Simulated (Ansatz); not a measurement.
Molecule: CH$_{3}$AlBr$_{2}$, charge 0, multiplicity 1. 
Coordinates optimised at B3LYP-D3(BJ)/def2-TZVP (Ansatz, a quantum-chemistry and plane-wave program):
SMILES: [Al]([Br])([Br])[CH3]
```xyz
7

C     -2.6273    -0.1136     0.0874
Al    -0.6963    -0.0223     0.0218
Br     0.5556    -1.9035     0.0562
Br     0.4116     1.9438    -0.0881
H     -3.0064    -0.7213    -0.7377
H     -2.9508    -0.5935     1.0144
H     -3.0812     0.8761     0.0310
```

Total electronic energies in hartree. Correlated levels leave the core frozen unless marked. Spin-orbit coupling is left out. Frozen are the shells of the preceding noble gas and the d and f shells that filled before the atom's block. Non-relativistic. Basis-set limits of correlation are two-point, X^-3; Hartree-Fock from the larger set.

| level | program | energy (Eh) |
|---|---|---|
| HF/STO-3G | Ansatz | -5367.68297 |
| HF/def2-SVPD | Ansatz | -5425.79941 |
| HF/def2-TZVPPD | Ansatz | -5426.55162 |
| PBE/def2-TZVPD | Ansatz | -5429.85605 |
| PBE-D4/def2-TZVPD | Ansatz + dftd4 | -5429.86238 |
| BLYP-D4/def2-TZVPD | Ansatz + dftd4 | ? |
| B3LYP-D4/def2-TZVPD | Ansatz + dftd4 | -5430.91842 |
| r2SCANh-D4/def2-TZVPD | Ansatz + dftd4 | ? |
| B2PLYP/def2-TZVPD | Ansatz | -5429.83554 |
| SCS-MP2/6-31G | Ansatz | -5425.92406 |
| SCS-MP2/def2-TZVPPD | Ansatz | -5427.11962 |
| CCSD/STO-3G | Ansatz | -5367.79331 |
| CCSD/def2-QZVPP | Ansatz | -5427.31984 |
| CCSD(T)/def2-SVP | Ansatz | -5426.28213 |
| CCSD(T)/CBS(def2-TZVPPD,def2-QZVPPD) | Ansatz | -5427.3864 |

### Question
Complete the blanks.

### Answer

- BLYP-D4/def2-TZVPD, energy (Eh): -5430.86617
- r2SCANh-D4/def2-TZVPD, energy (Eh): -5430.74627
